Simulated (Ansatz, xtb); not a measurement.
Species: SiBr (charge 0, doublet). SMILES: [Si]Br
Structure (B3LYP-D3(BJ)/def2-TZVP (Ansatz, a first-principles code) minimum search):
```xyz
2

Si     0.0000     0.0000    -1.6088
Br     0.0000     0.0000     0.6435
```
Charge 0, spin multiplicity 2.

Harmonic wavenumbers from GFN2-xTB (xtb, at its own minimum), cm⁻¹: 297.

Give the harmonic wavenumbers at B3LYP-D3(BJ)/def2-TZVP (Ansatz, finite differences of forces, unscaled).

402 cm⁻¹. Zero-point energy 0.6 kcal/mol.

From these and the geometry, give the ideal-gas thermochemistry at 298.15 K and 1 atm (rigid rotor, harmonic oscillator).

Point group C∞v, rotational symmetry number 1. Rotational constants 4.794, 4.794 GHz. S(trans) 39.95, S(rot) 16.23, S(vib) 0.96, S(elec, spin only) 1.38, S 58.5 cal/(mol K). H(298) - H(0) 2.27 kcal/mol; G - E(el) -14.6 kcal/mol.
